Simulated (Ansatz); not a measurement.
A CCSD(T) single point on C3H10Sn (`C[CH](C)[SnH3]`).

```yaml
crystal:
  periodic: [false, false, false]
  atoms:
    - {symbol: C, position_ang: [-0.758415, 0.868905, -1.059417]}
    - {symbol: C, position_ang: [0.352424, 0.335856, -0.167074]}
    - {symbol: C, position_ang: [0.284950, 0.924920, 1.233950]}
    - {symbol: Sn, position_ang: [0.307577, -1.824860, -0.093626]}
    - {symbol: H, position_ang: [-0.690977, 0.484548, -2.080279]}
    - {symbol: H, position_ang: [-0.718394, 1.963229, -1.115724]}
    - {symbol: H, position_ang: [-1.746498, 0.603984, -0.670211]}
    - {symbol: H, position_ang: [1.320161, 0.587355, -0.613485]}
    - {symbol: H, position_ang: [0.333709, 2.019693, 1.196490]}
    - {symbol: H, position_ang: [-0.652869, 0.662778, 1.733685]}
    - {symbol: H, position_ang: [1.105463, 0.580941, 1.868694]}
    - {symbol: H, position_ang: [-1.174116, -2.327489, 0.602653]}
    - {symbol: H, position_ang: [1.595790, -2.423586, 0.861023]}
    - {symbol: H, position_ang: [0.428293, -2.485275, -1.667980]}
basis:
  gaussian: {orbitals: def2-TZVPP}
correlation: {method: ccsd_t}
output: {orbitals: {seedname: orbitals}}
```

```sh
$ ansatz run in.yaml --threads 4 --pin off --events-out ev --progress --plain --max-ram 10444MiB
```

Log, shortened:

```
Functional definition: HF
1784 factors; integrals over basis functions are off by at most 1.1e-3 eV
mean field evaluation 1: about -9051.7338 eV, gradient 3.6e1 eV
mean field evaluation 2: about -9051.9142 eV, gradient 3.6e1 eV
mean field evaluation 4: about -9055.5784 eV, gradient 4.3e0 eV
mean field evaluation 8: about -9055.6422 eV, gradient 2.0e-1 eV
mean field -9055.64242244 eV, -332.7887208897 hartree, gradient 2.5e-6 eV, S^2 0.000000; 0 other end points of the search recorded, 0 dependent functions left out
7 core orbitals not correlated: weight in the atoms' cores, before any rotation towards them, 1.000 or more for the frozen orbitals, at most 0.000 for the correlated occupied ones
reference -9055.64242244 eV, -332.7887208897 hartree; 18, 18 occupied and 258, 258 virtual orbitals, 1784 factors
second order -23.97152344 eV of doubles, -0.00000000 eV of singles
cycle   1  -24.46022329 eV  change   -4.9e-1 eV  update   1.0e-1
cycle   2  -25.10518859 eV  change   -6.4e-1 eV  update   3.0e-2
cycle   3  -25.18787713 eV  change   -8.3e-2 eV  update   1.3e-2
cycle   4  -25.17975253 eV  change    8.1e-3 eV  update   3.0e-3
cycle   5  -25.17917028 eV  change    5.8e-4 eV  update   1.1e-3
cycle   6  -25.17912583 eV  change    4.4e-5 eV  update   3.2e-4
cycle   7  -25.17897922 eV  change    1.5e-4 eV  update   1.1e-4
cycle   8  -25.17898095 eV  change   -1.7e-6 eV  update   3.7e-5
perturbative correction -0.86917219 eV, -0.0319414889 hartree
Total energy: -9081.69057558 eV, -333.7459728616 hartree
```

It took 4.6 min on 4 threads of an Arm Neoverse V2 on a shared host, with 9.2 GiB of host memory at the peak.

The correlation energy is -26.048 eV, 3.3 % of it from (T); the T1 diagnostic reads 0.0113.
